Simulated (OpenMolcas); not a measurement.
**GaHCl2O (SMILES [OH][Ga]([Cl])[Cl]): the vertical ionisation energy, rung by rung**

GaHCl2O has 5 atoms, charge 0, and is taken as a singlet. SMILES: `[OH][Ga]([Cl])[Cl]`. The shape is that of a PBE0-D4/def2-TZVP optimisation.

Quantity: the vertical ionisation energy (to the doublet cation), in eV. The values are calculated.

| level | kind | program | value (eV) |
| --- | --- | --- | --- |
| BLYP/def2-SVP | GGA | OpenMolcas | 10.57 |
| PBE/def2-SVP | GGA | OpenMolcas | 10.80 |
| M06-L/def2-SVP | meta-GGA | OpenMolcas | 11.20 |
| TPSS/def2-SVP | meta-GGA | OpenMolcas | 11.02 |
| B3LYP/def2-SVP | global hybrid | OpenMolcas | 11.29 |
| BHLYP/def2-SVP | global hybrid | OpenMolcas | 11.82 |
| M06-2X/def2-SVP | hybrid meta-GGA | OpenMolcas | 11.98 |
| PBE0/def2-SVP | global hybrid | OpenMolcas | 11.48 |

All-electron rows without a relativistic Hamiltonian named are non-relativistic. The values span 10.57 to 11.98 eV.
